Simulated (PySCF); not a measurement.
Identify the unknown among the candidates.

All candidates are C5H4F3OP.

- 1H NMR: chemical shifts (computed TMS as zero) by class: 7.12 (1 H), 2.65 (3 H) ppm [GIAO PBE0/pcSseg-1]
- Rotational structure: rotational constants A, B, C: 2.039, 0.841, 0.666 GHz [GFN2-xTB]
- Dipole: 4.23 D [wB97X-D/def2-SVPD]
- UV, strongest line: among the 8 lowest singlet transitions: S5 at 6.85 eV (181 nm, f = 0.330) [TDDFT wB97X-D/def2-SVPD]
- Polarisability: 86.2 au [wB97X-D/def2-SVPD]
- Triplet: lowest triplet excitation (Tamm–Dancoff): 3.05 eV [TDA wB97X-D/def2-SVPD]
- 13C NMR: chemical shifts (computed TMS as zero) by class: 191.3 (1 C), 166.6 (1 C), 131.2 (1 C), 130.9 (1 C), 18.6 (1 C) ppm [GIAO PBE0/pcSseg-1]
- NMR, other nuclei: isotropic shieldings of nuclei other than C and H, by class: -26 (1 O), 238 (3 F), 160 (1 P) ppm [GIAO PBE0/pcSseg-1]

Gas-phase values; electronic properties from PySCF, density fitting. Levels stand in brackets. Geometry: GFN2-xTB; no solvent, vibrations or thermal averaging. GFN2-xTB frequencies show an imaginary mode (27i cm⁻¹), so this geometry is no minimum at that level. NMR classes are plain means over equivalent atoms (diastereotopic ones count apart unless rotation or inversion swaps them), as if these changed places fast.

Task: Which candidate is it?
A. `Cc1cpc(C(F)(F)F)o1`
B. `C#CC[P@@H](=O)C(F)=C(F)F`
C. `Cc1occ(C(F)(F)F)p1`

Result: A. It is `Cc1cpc(C(F)(F)F)o1`. Numbering: `[CH3:1][c:2]1[cH:3][p:4][c:5]([C:6]([F:7])([F:8])[F:9])[o:10]1`. 5 carbons fall into 5 classes; from least to most shielded: substituted aromatic carbon [C5] (191.3 ppm), substituted aromatic carbon [C2] (166.6 ppm), aromatic CH carbon [C3] (131.2 ppm), CF3 carbon [C6] (130.9 ppm), benzylic-type carbon [C1] (18.6 ppm). Hydrogen classes from least to most shielded: 1 H on an aromatic CH carbon, C3 (7.12 ppm), 3 H on a benzylic-type carbon, C1 (2.65 ppm). The other shieldings belong to: -26 ppm, furan-type oxygen [O10]; 238 ppm, fluorine of a CF3 group [F7/F8/F9]; 160 ppm, phosphorus bonded to 2 C [P4]. The optimised geometry has point group Cs and is an asymmetric top.

The others, at the same levels:
- `Cc1occ(C(F)(F)F)p1` fails: its computed 13C shifts are 208.4 (1 C), 151.8 (1 C), 145.3 (1 C), 133.4 (1 C), 21.4 (1 C) ppm, 1H shifts are 8.27 (1 H), 3.01 (3 H) ppm and rotational constant A is 2.667 GHz (against 2.039 GHz).
- `C#CC[P@@H](=O)C(F)=C(F)F` fails: its computed 13C shifts are 171.0 (1 C), 136.6 (1 C), 81.6 (1 C), 77.0 (1 C), 20.9 (1 C) ppm, 1H shifts are 7.59 (1 H), 3.39 (1 H), 3.04 (1 H), 1.61 (1 H) ppm and rotational constant A is 1.388 GHz (against 2.039 GHz).

Each candidate is one conformer, not necessarily the lowest. Dipoles, sizes and rotational constants follow the conformer. The torsions of the flexible species, by atom-mapped SMILES:
- `[CH3:1][c:2]1[cH:3][p:4][c:5]([C:6]([F:7])([F:8])[F:9])[o:10]1`: P4–C5–C6–F7 -59°
- `[CH3:1][c:2]1[o:3][cH:4][c:5]([C:6]([F:7])([F:8])[F:9])[p:10]1`: C4–C5–C6–F7 147°
- `[CH:1]#[C:2][CH2:3][P@@H:4](=[O:5])[C:6]([F:7])=[C:8]([F:9])[F:10]`: C2–C3–P4–O5 -176°, C3–P4–C6–F7 -50°
